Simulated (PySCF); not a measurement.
HNaO. Atoms are numbered in the order given.

```xyz
3

Na     0.0000     0.0000    -0.9239
O      0.0000     0.0000     1.0233
H      0.0000     0.0000     1.9761
```

Geometry: ωB97X-D3(BJ)/def2-TZVPD. The isomer is the one that the SMILES or the coordinates give; other isomers of the formula were not compared.

Computed with ωB97X/def2-TZVPD (PySCF).

```yaml
total_energy: -238.13790 hartree
point_group: C∞v
highest_occupied_level: -7.79 eV
lowest_empty_level: 0.05 eV
orbital_gap: 7.83 eV
dipole_moment: 6.75 D
quadrupole, principal values (traceless, Buckingham form, about the centre of nuclear charge): -3.21, -3.21, 6.42 D·Å
mean_static_polarisability: 20.4 bohr³ (3.02 Å³)
polarisability_principal_values: 19.6, 20.8, 20.8 bohr³
```
